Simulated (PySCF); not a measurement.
Calculation: ωB97X-D3(BJ)/def2-TZVP // PBE0-D3(BJ)/def2-TZVP in PySCF 2.14.0. Gas-phase values, no solvent. Delta-SCF ions had no search for a lower state. Excitations are Tamm–Dancoff values on a coarser integration grid. The basis has no diffuse functions, so Rydberg states are missing or too high.

Reference species (SMILES): `C=[SiH2]` (neutral, multiplicity 1).

```yaml
vertical ionisation energy (Delta-SCF): 8.79 eV
S1 oscillator strength: 0.362
S1 excitation (TDA): 5.60 eV
T1 excitation (TDA): 2.84 eV
```

After one change: the vertical ionisation energy (Delta-SCF) rises by 0.12 eV; the S1 oscillator strength decreases by 0.314; the S1 excitation (TDA) decreases by 0.04 eV; the T1 excitation (TDA) increases by 0.60 eV.

### Question
Name the change that produced these shifts. The new species is one of these.
A) `C=[SiH]CO` (C–Si–C–O torsion -4°, Si–C–O–H torsion -47°)
B) `C=[SiH]F`
C) `C=[SiH]Cl`
D) `B[SiH]=C`

### Answer
B, `C=[SiH]F`
